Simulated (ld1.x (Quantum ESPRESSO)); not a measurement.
Configuration tests for P (TM)

```
Element                 : phosphorus (P)
Generator               : ld1.x (Quantum ESPRESSO) 7.5
Type                    : norm-conserving Troullier–Martins (Kleinman–Bylander form)
Functional              : PBE
Relativity              : scalar-relativistic
Frozen core             : [Ne]
Valence charge          : 5
Reference configuration : 3s1 3p4
Partial waves           : 3p (bound): rc 1.70 bohr; 3s (bound): rc 1.65 bohr
Local potential         : the s channel
Core correction         : Bessel-smoothed model core, default radius (core density twice the valence density)
```

Energies are relative to the spin-unpolarised reference configuration 3s1 3p4; without spin polarisation the order of configurations can differ from experiment.

```json
{"valence configuration": "3s2 3p3", "charge": "0", "ΔE all-electron (eV)": "-8.534", "error AE − PS (meV)": "-1.1"}
{"valence configuration": "3s2 3p0", "charge": "+3", "ΔE all-electron (eV)": "50.082", "error AE − PS (meV)": "+63"}
{"valence configuration": "3s2 3p3.3", "charge": "-0.3", "ΔE all-electron (eV)": "-9.841", "error AE − PS (meV)": "-0.2"}
{"valence configuration": "3s1 3p3", "charge": "+1", "ΔE all-electron (eV)": "10.316", "error AE − PS (meV)": "+3.2"}
{"valence configuration": "3s2 3p2.5", "charge": "+0.5", "ΔE all-electron (eV)": "-4.759", "error AE − PS (meV)": "-2.2"}
```

**Question.** What are ΔE and the potential's error for 3s2 3p1?

**Answer.** ΔE = 20.342 eV all-electron; the error (AE − PS) is +15 meV.

**Question.** What are ΔE and the potential's error for 3s2 3p2?

**Answer.** ΔE = 1.195 eV all-electron; the error (AE − PS) is -1.1 meV.

Levels in the configuration 3s2 3p3:

| level | all-electron (eV) | pseudo (eV) |
| --- | --- | --- |
| 3s | -13.969 | -13.969 |
| 3p | -5.507 | -5.510 |
